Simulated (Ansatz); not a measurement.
Frontier orbitals of C₂H₆Cl₂Se₂Sn, SMILES `C[Se][Sn]([Cl])([Cl])[Se]C`.

Total charge 0; spin multiplicity 1. Correlated methods include outer-core shells of Se, Sn, which these sets cover unevenly. Scalar relativity is left out up to krypton. Sn: def2 effective core potential. The structure was optimised at the PBE0-D4/def2-TZVP level. It is one conformer, not always the lowest. Basis def2-TZVPP, Ansatz.

| functional | HOMO (eV) | LUMO (eV) |
| --- | --- | --- |
| BHLYP | -8.16 | -1.46 |

Q: Give HOMO and LUMO (eV) with LDA (SPW92), PBE, revPBE, BLYP, r2SCAN, B97M-V, PBE0, B3LYP, r2SCANh, r2SCAN0, HSE06 (plane-wave form), CAM-B3LYP, LC-ωPBE, ωB97X-V, ωB97M-V, HF. (Estimate.)

A: The calculation gave: 
```
             functional   HOMO   LUMO
            LDA (SPW92)  -6.17  -3.47
                    PBE  -6.02  -3.17
                 revPBE  -5.96  -3.07
                   BLYP  -5.84  -3.09
                 r2SCAN  -6.29  -3.04
                 B97M-V  -6.38  -2.88
                   PBE0  -7.17  -2.37
                  B3LYP  -6.93  -2.63
                r2SCANh  -6.71  -2.75
                r2SCAN0  -7.35  -2.30
HSE06 (plane-wave form)  -6.77  -2.73
              CAM-B3LYP  -8.44  -1.44
                LC-ωPBE  -9.79  -0.30
                ωB97X-V  -9.45  -0.39
                ωB97M-V  -9.30  -0.50
                     HF  -9.71   1.18
```

B3LYP here is the variant with VWN-RPA as its local correlation; programs differ in this. LC-ωPBE has ω = 0.4 bohr⁻¹.
